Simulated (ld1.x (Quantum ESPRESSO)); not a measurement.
# La: what ld1.x (Quantum ESPRESSO) 7.5 does with a changed input

Command:

```bash
ld1.x < La.in > La.out
```

Input:

```
&input
   title='La', zed=57., rel=1, dft='PBE', iswitch=3,
   config='[Xe] 4f0 5d1 6s0 6p0',
   nld=4, rlderiv=3.50, eminld=-6.0, emaxld=5.0, deld=0.02
 /
 &inputp
   pseudotype=2, tm=.false., lloc=0,
   nlcc=.true., rcore=1.55,
   file_pseudopw='La.UPF', file_wfcaegen='ae.wfc', file_wfcncgen='nc.wfc', file_beta='beta', file_chi='chi'
 /
4
5P  2  1   6.00   0.00  2.10  2.10  0.0
5D  3  2   1.00   0.00  3.20  3.20  0.0
4F  4  3   0.00   0.00  1.75  1.75  0.0
5S  1  0   2.00   0.00  2.70  2.70  0.0
 &test
   configts(1)='4f0 5s2 5p6 5d1 6s0 6p0'
 /
```

This is an input that runs to its end, with one change: tm switched.

**Question.** How does the run end?

**Answer.** The program runs through. The occupied levels of the test differ from the all-electron ones by at most 0.00000 Ry (unchanged input: 0.00001 Ry).

```
     negative determinant

      ld=  -0.665620 f2ae -0.963689 faenor  0.647062
     Computing logarithmic derivative in   3.49285
     Computing the partial wave expansion
       no projector for channel:   0
     R is outside the sphere for l=    1 j= 0.00
     R is outside the sphere for l=    2 j= 0.00
     R is outside the sphere for l=    3 j= 0.00

     ---------------------- Testing the pseudopotential ----------------------

     La
     scalar relativistic calculation

     atomic number is 57.00   valence charge is 11.00
     dft =PBE   lsd =0 sic =0 latt =0  beta=0.20 tr2=1.0E-14
     mesh =1253 r(mesh) = 100.17801 xmin = -7.00 dx = 0.01250

     n l     nl             e AE (Ry)        e PS (Ry)    De AE-PS (Ry)
     4 3     4F   1( 0.00)       -1.24715       -1.24715        0.00000
     1 0     5S   1( 2.00)       -3.78679       -3.78679       -0.00000
     2 1     5P   1( 6.00)       -2.56638       -2.56638        0.00000
     3 2     5D   1( 1.00)       -1.08028       -1.08028        0.00000
     2 0     6S   1( 0.00)       -0.99383       -1.17180        0.17797  !
     3 1     6P   1( 0.00)       -0.73101       -0.72343       -0.00759  !

     eps = 2.9E-17  iter =  3

     Etot =  -16985.339045 Ry,   -8492.669523 Ha, -231097.310637 eV
     Etotps =   -63.737688 Ry,     -31.868844 Ha,    -867.195420 eV

     Ekin =      14.627290 Ry,       7.313645 Ha,     199.014419 eV
     Encl =    -108.604202 Ry,     -54.302101 Ha,   -1477.635438 eV
     Ehrt =      40.074265 Ry,      20.037132 Ha,     545.238148 eV
     Ecxc =      -9.973678 Ry,      -4.986839 Ha,    -135.698805 eV
     (Ecc =      -1.452402 Ry,      -0.726201 Ha,     -19.760935 eV)
     Epseu=       0.138637 Ry,       0.069319 Ha,       1.886257 eV

     ---------------------- End of pseudopotential test ----------------------
```
